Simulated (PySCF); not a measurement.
A structure optimised at B3LYP-D3(BJ)/def2-TZVP, used in a PySCF frequency run:

```xyz
3

F      0.0000    -1.3041    -0.7497
As     0.0000     0.0000     0.4089
F      0.0000     1.3041    -0.7497
```
Charge 0, spin multiplicity 2.

**Question.** Write its SMILES, formula and point group.

**Answer.** F[As]F, AsF2, C2v

**Question.** What are its rotational constants (standard atomic weights)?

**Answer.** 14.934, 7.8211, 5.1330 GHz
